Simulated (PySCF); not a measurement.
PySCF input (PBE/6-311G**):

```python
import numpy as np, basis_set_exchange as bse
from pyscf import gto, scf, dft, df, tdscf

basis = {'Cl': gto.basis.parse(bse.get_basis('6-311G**', elements=['Cl'], fmt='nwchem')), 'Si': gto.basis.parse(bse.get_basis('6-311G**', elements=['Si'], fmt='nwchem'))}
mol = gto.M(
    atom='''
    Si   -0.01646950    0.01731768    0.93641135
    Cl    1.06105131    1.22723111   -0.38986665
    Cl   -1.04748819   -1.24149273   -0.38129564
    ''',
    basis=basis,
    charge=0,
    verbose=4,
    max_memory=8640,
)
mf = dft.RKS(mol, xc='pbe')
mf.grids.level = 3
mf = mf.density_fit(auxbasis=df.autoaux(mol))
mf.conv_tol = 1e-9
mf.max_cycle = 100
print('smallest overlap eigenvalue', np.linalg.eigvalsh(mol.intor('int1e_ovlp'))[0])
mf.kernel()
dip = mf.dip_moment()
td = tdscf.TDA(mf)
td.nstates = 4
td.kernel()
td.analyze()
osc = td.oscillator_strength()
```

Output:

```
PySCF version 2.14.0

[INPUT] verbose = 4
[INPUT] num. atoms = 3
[INPUT] num. electrons = 48
[INPUT] charge = 0
[INPUT] spin (= nelec alpha-beta = 2S) = 0
[INPUT] symmetry False subgroup None
[INPUT] Mole.unit = angstrom
[INPUT] Symbol           X                Y                Z      unit          X                Y                Z       unit  Magmom
[INPUT]  1 Si    -0.016469500000   0.017317680000   0.936411350000 AA   -0.031122844409   0.032725672313   1.769560991434 Bohr   0.0
[INPUT]  2 Cl     1.061051310000   1.227231110000  -0.389866650000 AA    2.005096380011   2.319130689446  -0.736741193602 Bohr   0.0
[INPUT]  3 Cl    -1.047488190000  -1.241492730000  -0.381295640000 AA   -1.979465797816  -2.346081245339  -0.720544332091 Bohr   0.0

nuclear repulsion = 167.40751156072
number of shells = 36
number of NR pGTOs = 141
number of NR cGTOs = 78
basis = {'Cl': [[0, [105819.0, 0.000738], [15872.0, 0.005718], [3619.65, 0.029495], [1030.8, 0.117286], [339.908, 0.362949], [124.538, 0.584149]], [0, [124.538, 0.134177], [49.5135, 0.62425], [20.8056, 0.291756]], [0, [6.58346, 1.0]], [0, [2.56468, 1.0]], [0, [0.559763, 1.0]], [0, [0.183273, 1.0]], [1, [589.776, 0.002391], [139.849, 0.018504], [45.1413, 0.081377], [16.8733, 0.221552], [6.7411, 0.772569]], [1, [6.7411, -1.572244], [2.77152, 0.992389]], [1, [1.02387, 1.0]], [1, [0.381368, 1.0]], [1, [0.109437, 1.0]], [2, [0.75, 1.0]]], 'Si': [[0, [69379.23, 0.000757], [10354.94, 0.005932], [2333.8796, 0.031088], [657.14295, 0.124967], [214.30113, 0.386897], [77.629168, 0.554888]], [0, [77.629168, 0.177881], [30.630807, 0.627765], [12.801295, 0.247623]], [0, [3.926866, 1.0]], [0, [1.452343, 1.0]], [0, [0.256234, 1.0]], [0, [0.094279, 1.0]], [1, [335.48319, 0.008866], [78.900366, 0.068299], [24.98815, 0.290958], [9.219711, 0.732117]], [1, [3.62114, 0.619879], [1.45131, 0.439148]], [1, [0.504977, 1.0]], [1, [0.186317, 1.0]], [1, [0.065432, 1.0]], [2, [0.45, 1.0]]]}
ecp = {}
ETB for Si: l = 0, exps = 0.130864 * 1.8^n , n = 0..19
ETB for Si: l = 1, exps = 0.130864 * 1.8^n , n = 0..16
ETB for Si: l = 2, exps = 0.130864 * 1.8^n , n = 0..15
ETB for Si: l = 3, exps = 0.515432 * 2.2^n , n = 0..5
ETB for Cl: l = 0, exps = 0.218874 * 1.8^n , n = 0..19
ETB for Cl: l = 1, exps = 0.218874 * 1.8^n , n = 0..16
ETB for Cl: l = 2, exps = 0.218874 * 1.8^n , n = 0..15
ETB for Cl: l = 3, exps = 0.859437 * 2.2^n , n = 0..4
smallest overlap eigenvalue 0.02148127693239094

******** <class 'pyscf.df.df_jk.DFRKS'> ********
method = DFRKS
initial guess = minao
damping factor = 0
level_shift factor = 0
DIIS = <class 'pyscf.scf.diis.CDIIS'>
diis_start_cycle = 1
diis_space = 8
diis_damp = 0
SCF conv_tol = 1e-09
SCF conv_tol_grad = None
SCF max_cycles = 100
direct_scf = False
XC library pyscf.dft.libxc version 7.1.2
    S. Lehtola, C. Steigemann, M. J. T. Oliveira, and M. A. L. Marques,  SoftwareX 7, 1–5 (2018)
XC functionals = pbe
    J. P. Perdew, K. Burke, and M. Ernzerhof,  Phys. Rev. Lett. 77, 3865 (1996)
    J. P. Perdew, K. Burke, and M. Ernzerhof,  Phys. Rev. Lett. 78, 1396 (1997)
    J. P. Perdew, K. Burke, and M. Ernzerhof,  Phys. Rev. Lett. 77, 3865 (1996)
    J. P. Perdew, K. Burke, and M. Ernzerhof,  Phys. Rev. Lett. 78, 1396 (1997)
radial grids:
    Treutler-Ahlrichs [JCP 102, 346 (1995); DOI:10.1063/1.469408] (M4) radial grids

becke partition: Becke, JCP 88, 2547 (1988); DOI:10.1063/1.454033
pruning grids: <function nwchem_prune>
grids dens level: 3
symmetrized grids: False
atomic radii adjust function: <function treutler_atomic_radii_adjust>
small_rho_cutoff = 0
Set gradient conv threshold to 3.16228e-05
Initial guess from minao.
tot grids = 56944
init E= -1209.54907735427
  HOMO = -0.249572318674913  LUMO = -0.121277282646687  gap/eV = 3.49109
cycle= 1 E= -1209.41291472605  delta_E= 0.136  |g|= 0.431  |ddm|=  1.8
  HOMO = -0.243723634907235  LUMO = -0.167013512350299  gap/eV = 2.08739
cycle= 2 E= -1209.21237764142  delta_E= 0.201  |g|= 0.906  |ddm|= 1.34
  HOMO = -0.246821076568351  LUMO = -0.138365889889243  gap/eV = 2.95122
cycle= 3 E= -1209.45842850275  delta_E= -0.246  |g|= 0.0566  |ddm|=    1
  HOMO = -0.255716003197494  LUMO = -0.146508022090762  gap/eV = 2.97170
cycle= 4 E= -1209.45938129065  delta_E= -0.000953  |g|= 0.0222  |ddm|= 0.142
  HOMO = -0.253497689027183  LUMO = -0.144555551709596  gap/eV = 2.96447
cycle= 5 E= -1209.45955392118  delta_E= -0.000173  |g|= 0.00314  |ddm|= 0.0337
  HOMO = -0.253564298198521  LUMO = -0.144643139001845  gap/eV = 2.96390
cycle= 6 E= -1209.45955646239  delta_E= -2.54e-06  |g|= 0.000599  |ddm|= 0.00471
  HOMO = -0.253490142455161  LUMO = -0.144548433086983  gap/eV = 2.96445
cycle= 7 E= -1209.45955656046  delta_E= -9.81e-08  |g|= 0.000141  |ddm|= 0.000962
  HOMO = -0.253504593903579  LUMO = -0.144562236340898  gap/eV = 2.96447
cycle= 8 E= -1209.45955656586  delta_E= -5.4e-09  |g|= 1.69e-05  |ddm|= 0.000188
  HOMO = -0.253505958605174  LUMO = -0.144563620160901  gap/eV = 2.96447
cycle= 9 E= -1209.45955656594  delta_E= -8.55e-11  |g|= 2.66e-06  |ddm|= 2.45e-05
  HOMO = -0.253505058193185  LUMO = -0.144562727133289  gap/eV = 2.96447
Extra cycle  E= -1209.45955656594  delta_E=    0  |g|= 2.86e-06  |ddm|= 1.05e-05
converged SCF energy = -1209.45955656594
Dipole moment(X, Y, Z, Debye): -0.02281,  0.02398,  1.29653

******** <class 'pyscf.tdscf.rks.TDA'> for <class 'pyscf.df.df_jk.DFRKS'> ********
nstates = 4 singlet
deg_eia_thresh = 1.000e-03
wfnsym = None
conv_tol = 1e-05
eigh lindep = 1e-12
eigh level_shift = 0
eigh max_cycle = 100
chkfile = tmp5z65u6ax

Excitation energies (eV)
[3.80979159 4.14005629 5.1708465  5.53617273]

** Singlet excitation energies and oscillator strengths **
Excited State   1:      3.80979 eV    325.44 nm  f=0.0414
      21 -> 25        0.13589
      24 -> 25       -0.68551
Excited State   2:      4.14006 eV    299.47 nm  f=0.0000
      23 -> 25       -0.70701
Excited State   3:      5.17085 eV    239.78 nm  f=0.0386
      22 -> 25       -0.65984
      23 -> 27        0.11255
      24 -> 26        0.20690
Excited State   4:      5.53617 eV    223.95 nm  f=0.0193
      21 -> 25        0.69065
      24 -> 25        0.12350

** Transition electric dipole moments (AU) **
state          X           Y           Z        Dip. S.      Osc.
  1        -0.5062      0.4323     -0.0169      0.4433      0.0414
  2         0.0000     -0.0000     -0.0000      0.0000      0.0000
  3        -0.3587     -0.4200      0.0015      0.3050      0.0386
  4         0.2867     -0.2448      0.0096      0.1422      0.0193

** Transition velocity dipole moments (imaginary part, AU) **
state          X           Y           Z        Dip. S.      Osc.
  1        -0.0053      0.0045     -0.0002      0.0000      0.0002
  2         0.0000     -0.0000     -0.0000      0.0000      0.0000
  3         0.0118      0.0139     -0.0000      0.0003      0.0012
  4         0.0274     -0.0234      0.0009      0.0013      0.0043

** Transition magnetic dipole moments (imaginary part, AU) **
state          X           Y           Z
  1         0.8397      0.9832     -0.0034
  2        -0.0071      0.0075      0.4049
  3         0.1661     -0.1419      0.0055
  4        -0.3122     -0.3656      0.0013
```
